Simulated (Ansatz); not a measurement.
Total energies of the cluster PbCl2⁺ from Ansatz at PBE-D4/def2-TZVP, gas phase (1 Eh = 27.2114 eV = 2625.5 kJ/mol). The reference geometry is relaxed at PBE0-D4/def2-TZVP.

Cartesian coordinates in Å:
```
Pb 0.0138 1.0880 -0.9440
Cl -0.8790 0.1175 1.2216
Cl 0.8651 -1.2055 -0.2776
```

```json
{"state": "charge 1 doublet", "geometry": "reference", "energy (Eh)": "-1112.73099"}
{"state": "charge 0 singlet", "geometry": "reference", "energy (Eh)": "-1113.03292"}
{"state": "charge 1 quartet", "geometry": "relaxed at PBE0-D4/def2-TZVP", "energy (Eh)": "-1112.60300"}
```

In the def2 sets Pb takes a core potential; there is no spin–orbit coupling.

Task: Work out the vertical electron affinity, to the singlet.

Result: E(charge 1 doublet) − E(charge 0 singlet) = -1112.73099 − (-1113.03292) = 0.30193 Eh = 8.22 eV.

Task: Which of the charge 1 states is lowest, and how far above it are the others?

Result: The doublet. quartet: -1112.60300 − (-1112.73099) = 0.12799 Eh = 336.0 kJ/mol. The quartet differs in its bonds from the reference.

The structure comes from a short search, and lower isomers may exist.
